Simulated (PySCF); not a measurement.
PySCF input (M06-2X/6-31G* (5d)):

```python
from pyscf import gto, dft

mol = gto.M(
    atom='''
    N     0.89819675   -0.79076357   -0.08377368
    C    -0.28056431   -0.22367917    0.05090285
    O    -0.63522249    0.98571426    0.03683495
    H     1.57052150   -0.02489384   -0.21783311
    H    -1.09273298   -0.98340020    0.20415215
    ''',
    basis='6-31g*',
    charge=-1,
    spin=0,
    verbose=4,
)

mf = dft.RKS(mol, xc='m062x')
mf.grids.level = 4
mf.conv_tol = 1e-9
mf.max_cycle = 100
mf.max_memory = 1500
mf.kernel()
if not mf.converged:
    mf = mf.newton()
    mf.kernel(mf.make_rdm1())
mf.dip_moment()
```

Problem. What final total energy does it give?

Solution. -169.20593 Eh.
